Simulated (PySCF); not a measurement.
Isomers of C6H7N3O, mass 137.059 u with the commonest isotopes. Method: PBE0/pcSseg-1 in PySCF (dipole) on a GFN2-xTB geometry, gas phase. One conformer each, none proved a minimum here; rigid rotors.

Question: Order these by rotational constant B, largest first.
A. `[O:1]=[CH:2][c:3]1[cH:4][n:5]([CH:6]2[CH2:7][CH2:8]2)[n:9][n:10]1` with O1–C2–C3–C4 -1°, C4–N5–C6–C7 -144°
B. `[CH3:1][CH2:2][c:3]1[cH:4][c:5]([CH:6]=[O:7])[n:8][n:9][n:10]1` with C1–C2–C3–C4 85°, C4–C5–C6–O7 0°
C. `[CH3:1][C:2](=[O:3])[c:4]1[cH:5][n:6][n:7][n:8][c:9]1[CH3:10]` with C1–C2–C4–C5 25°
D. `[CH2:1]=[CH:2][n:3]1[cH:4][c:5]([C:6]([CH3:7])=[O:8])[n:9][n:10]1` with C1–C2–N3–C4 180°, C4–C5–C6–C7 180°

Answer: C (1222 MHz), B (949.1 MHz), D (753.6 MHz), A (721.8 MHz).

Question: Order these by dipole moment, largest first.
A. `[CH2:1]=[CH:2][c:3]1[n:4][nH:5][n:6][c:7]1[C:8]([CH3:9])=[O:10]` with C1–C2–C3–N4 0°, N6–C7–C8–C9 0°
B. `[CH2:1]=[CH:2][n:3]1[cH:4][c:5]([C:6]([CH3:7])=[O:8])[n:9][n:10]1` with C1–C2–N3–C4 180°, C4–C5–C6–C7 180°
C. `[CH3:1][C:2](=[O:3])[c:4]1[cH:5][n:6][n:7][n:8][c:9]1[CH3:10]` with C1–C2–C4–C5 25°
D. `[O:1]=[CH:2][c:3]1[cH:4][n:5]([CH:6]2[CH2:7][CH2:8]2)[n:9][n:10]1` with O1–C2–C3–C4 -1°, C4–N5–C6–C7 -144°

Answer: D (5.09 D), C (4.15 D), B (3.43 D), A (2.98 D).

Question: Order these by rotational constant C, largest first.
A. `[O:1]=[CH:2][c:3]1[cH:4][n:5]([CH:6]2[CH2:7][CH2:8]2)[n:9][n:10]1` with O1–C2–C3–C4 -1°, C4–N5–C6–C7 -144°
B. `[CH2:1]=[CH:2][c:3]1[n:4][nH:5][n:6][c:7]1[C:8]([CH3:9])=[O:10]` with C1–C2–C3–N4 0°, N6–C7–C8–C9 0°
C. `[CH2:1]=[CH:2][n:3]1[cH:4][c:5]([C:6]([CH3:7])=[O:8])[n:9][n:10]1` with C1–C2–N3–C4 180°, C4–C5–C6–C7 180°
D. `[CH3:1][C:2](=[O:3])[c:4]1[cH:5][n:6][n:7][n:8][c:9]1[CH3:10]` with C1–C2–C4–C5 25°
E. `[CH3:1][CH2:2][c:3]1[cH:4][c:5]([CH:6]=[O:7])[n:8][n:9][n:10]1` with C1–C2–C3–C4 85°, C4–C5–C6–O7 0°

Answer: D (821.1 MHz), B (767.0 MHz), E (716.7 MHz), A (661.6 MHz), C (647.5 MHz).

```tsv
SMILES	point group	Ia (u·Å²)	Ib (u·Å²)	Ic (u·Å²)	κ	μa (D)	μb (D)	μc (D)
CC(=O)c1cnnnc1C	C1	220.35	413.60	615.49	-0.46	3.91	1.26	0.66
C=Cn1cc(C(C)=O)nn1	Cs	113.08	670.58	780.56	-0.94	3.21	1.23	0.00
CCc1cc(C=O)nnn1	C1	213.48	532.48	705.16	-0.72	1.80	2.94	0.43
C=Cc1n[nH]nc1C(C)=O	Cs	243.49	418.54	658.92	-0.33	0.25	2.97	0.00
O=Cc1cn(C2CC2)nn1	near Cs	103.27	700.20	763.88	-0.97	4.51	2.37	0.00
```
